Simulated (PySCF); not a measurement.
Compound: C3H11Ge2N.
Z-matrix (Å and degrees, PBE0-D3(BJ)/def2-SVP geometry), rows numbered from 1:
```
C 
C   1  1.3381
C   2  1.4987  1  123.41
Ge  2  1.9554  1  118.18  3   179.71
N   4  1.8327  2  111.44  1    -3.99
Ge  5  1.8322  4  126.84  2   -80.91
H   1  1.0950  2  121.46  3  -179.70
H   1  1.0974  2  121.60  3     0.11
H   3  1.1034  2  111.18  1   120.25
H   3  1.1035  2  111.34  1  -121.41
H   3  1.1014  2  111.85  1    -0.55
H   4  1.5436  2  109.66  1  -123.11
H   4  1.5447  2  110.13  1   115.86
H   5  1.0150  4  115.76  2    85.59
H   6  1.5475  5  112.64  4    93.27
H   6  1.5385  5  106.58  4   -26.45
H   6  1.5422  5  109.05  4  -146.22
```

Method used: PBE0-D3(BJ)/def2-SVP geometry optimisation, gas phase in PySCF.

Take the most abundant isotopes and a rigid rotor. The values belong to one conformer with, in the numbering `[CH2:1]=[C:2]([CH3:3])[GeH2:4][NH:5][GeH3:6]`, C1–C2–Ge4–N5 -4°, C2–Ge4–N5–Ge6 -81°.

**Question.** What are A, B and C (MHz)?

**Answer.** Ia = 170.02, Ib = 735.28, Ic = 844.11 u·Å²; 505379 MHz·u·Å²/I gives A = 2972, B = 687.3, C = 598.7 MHz.

**Question.** What kind of rotor is it?

**Answer.** A near-prolate asymmetric top: κ = (2 × 687.3 − 2972 − 598.7)/(2972 − 598.7) = -0.93.

**Question.** What does the inertial defect say?

**Answer.** Not planar: Δ = Ic − Ia − Ib = -61.19 u·Å². For a rigid frame Δ = −2 Σ m c², so Σ m c² = 30.60 u·Å² lies off the ab plane: 13.23 from hydrogen and 17.36 from heavier atoms. The atom farthest from that plane is 1.73 Å away.

**Question.** Give the other two planar moments, Paa and Pbb, and the rms extents of the mass along the axes.

**Answer.** Paa = Σ m a² = (Ib + Ic − Ia)/2 = 704.68 and Pbb = Σ m b² = (Ia + Ic − Ib)/2 = 139.42 u·Å². With the mass M = 208.93 u, the rms extents √(P/M) along a, b and c are 1.84, 0.82, 0.38 Å.

**Question.** Give the coordinates in the principal-axis frame, origin at the centre of mass.

**Answer.** The sense of each axis is arbitrary; atoms in the order of the calculation.
| atom | mass (u) | a (Å) | b (Å) | c (Å) |
| --- | --- | --- | --- | --- |
| C1 | 12.000 | -1.580 | 1.918 | 0.576 |
| C2 | 12.000 | -2.082 | 0.807 | 0.024 |
| C3 | 12.000 | -3.442 | 0.739 | -0.600 |
| Ge4 | 73.921 | -0.977 | -0.806 | 0.026 |
| N5 | 14.003 | 0.687 | -0.478 | 0.720 |
| Ge6 | 73.921 | 2.113 | 0.272 | -0.153 |
| H7 | 1.008 | -0.579 | 1.933 | 1.020 |
| H8 | 1.008 | -2.150 | 2.855 | 0.603 |
| H9 | 1.008 | -3.379 | 0.453 | -1.664 |
| H10 | 1.008 | -4.071 | -0.025 | -0.112 |
| H11 | 1.008 | -3.971 | 1.703 | -0.538 |
| H12 | 1.008 | -0.790 | -1.310 | -1.421 |
| H13 | 1.008 | -1.643 | -1.905 | 0.883 |
| H14 | 1.008 | 0.764 | -0.540 | 1.730 |
| H15 | 1.008 | 2.193 | 1.805 | 0.044 |
| H16 | 1.008 | 1.923 | -0.036 | -1.648 |
| H17 | 1.008 | 3.416 | -0.358 | 0.378 |

**Question.** Which lines would a microwave search look for?

**Answer.** The dipole components are |μa| = 0.50 D, |μb| = 0.25 D, |μc| = 0.48 D. The squared components, which scale the intensities, stand as 1.00 : 0.25 : 0.93 (a : b : c). Some lines, for components of 0.1 D or more:

```json
{"type": "c", "branch": "Q", "J(Ka,Kc)": "4(1,4) ← 4(0,4)", "MHz": "1918", "lower level (cm⁻¹)": "0.428"}
{"type": "c", "branch": "Q", "J(Ka,Kc)": "2(1,2) ← 2(0,2)", "MHz": "2199", "lower level (cm⁻¹)": "0.129"}
{"type": "b", "branch": "Q", "J(Ka,Kc)": "1(1,0) ← 1(0,1)", "MHz": "2374", "lower level (cm⁻¹)": "0.043"}
{"type": "b", "branch": "Q", "J(Ka,Kc)": "2(1,1) ← 2(0,2)", "MHz": "2465", "lower level (cm⁻¹)": "0.129"}
{"type": "a", "branch": "R", "J(Ka,Kc)": "2(0,2) ← 1(0,1)", "MHz": "2570", "lower level (cm⁻¹)": "0.043"}
{"type": "b", "branch": "Q", "J(Ka,Kc)": "3(1,2) ← 3(0,3)", "MHz": "2606", "lower level (cm⁻¹)": "0.257"}
{"type": "a", "branch": "R", "J(Ka,Kc)": "2(1,1) ← 1(1,0)", "MHz": "2661", "lower level (cm⁻¹)": "0.122"}
{"type": "b", "branch": "Q", "J(Ka,Kc)": "4(1,3) ← 4(0,4)", "MHz": "2804", "lower level (cm⁻¹)": "0.428"}
{"type": "b", "branch": "R", "J(Ka,Kc)": "4(0,4) ← 3(1,3)", "MHz": "3044", "lower level (cm⁻¹)": "0.326"}
{"type": "c", "branch": "R", "J(Ka,Kc)": "1(1,0) ← 0(0,0)", "MHz": "3660", "lower level (cm⁻¹)": "0.000"}
{"type": "a", "branch": "R", "J(Ka,Kc)": "3(0,3) ← 2(0,2)", "MHz": "3848", "lower level (cm⁻¹)": "0.129"}
{"type": "a", "branch": "R", "J(Ka,Kc)": "3(1,2) ← 2(1,1)", "MHz": "3989", "lower level (cm⁻¹)": "0.211"}
{"type": "c", "branch": "R", "J(Ka,Kc)": "2(1,1) ← 1(0,1)", "MHz": "5034", "lower level (cm⁻¹)": "0.043"}
{"type": "a", "branch": "R", "J(Ka,Kc)": "4(0,4) ← 3(0,3)", "MHz": "5119", "lower level (cm⁻¹)": "0.257"}
{"type": "a", "branch": "R", "J(Ka,Kc)": "4(3,1) ← 3(3,0)", "MHz": "5149", "lower level (cm⁻¹)": "0.957"}
{"type": "a", "branch": "R", "J(Ka,Kc)": "4(1,3) ← 3(1,2)", "MHz": "5316", "lower level (cm⁻¹)": "0.344"}
{"type": "c", "branch": "R", "J(Ka,Kc)": "3(1,2) ← 2(0,2)", "MHz": "6454", "lower level (cm⁻¹)": "0.129"}
{"type": "b", "branch": "R", "J(Ka,Kc)": "4(1,4) ← 3(0,3)", "MHz": "7037", "lower level (cm⁻¹)": "0.257"}
{"type": "b", "branch": "Q", "J(Ka,Kc)": "3(2,2) ← 3(1,3)", "MHz": "7256", "lower level (cm⁻¹)": "0.326"}
{"type": "b", "branch": "Q", "J(Ka,Kc)": "4(3,1) ← 4(2,2)", "MHz": "11618", "lower level (cm⁻¹)": "0.741"}
{"type": "b", "branch": "Q", "J(Ka,Kc)": "4(3,2) ← 4(2,3)", "MHz": "11656", "lower level (cm⁻¹)": "0.740"}
{"type": "b", "branch": "R", "J(Ka,Kc)": "3(3,1) ← 2(2,0)", "MHz": "15504", "lower level (cm⁻¹)": "0.440"}
{"type": "c", "branch": "R", "J(Ka,Kc)": "3(3,1) ← 2(2,1)", "MHz": "15507", "lower level (cm⁻¹)": "0.440"}
{"type": "b", "branch": "R", "J(Ka,Kc)": "3(3,0) ← 2(2,1)", "MHz": "15507", "lower level (cm⁻¹)": "0.440"}
{"type": "c", "branch": "R", "J(Ka,Kc)": "4(3,1) ← 3(2,1)", "MHz": "16786", "lower level (cm⁻¹)": "0.569"}
{"type": "b", "branch": "R", "J(Ka,Kc)": "4(4,0) ← 3(3,1)", "MHz": "21451", "lower level (cm⁻¹)": "0.957"}
```

**Question.** Estimate the classical rotational partition function at 25 K, 50 K and 500 K.

**Answer.** Point group C1, symmetry number σ = 1; q = (√π/σ)·√((kT/h)³/(ABC)), k/h = 20836.6 MHz/K: 19100 at 25 K, 53900 at 50 K, 1700000 at 500 K.

PBE0-D3(BJ)/def2-SVP frequencies: not computed here. These are rigid-rotor constants of the computed structure; measured ground-state constants (B0) also hold zero-point vibration. A rigid rotor knows nothing of internal rotation, which can split or shift real lines. Quadrupole hyperfine structure (14N) is left out.
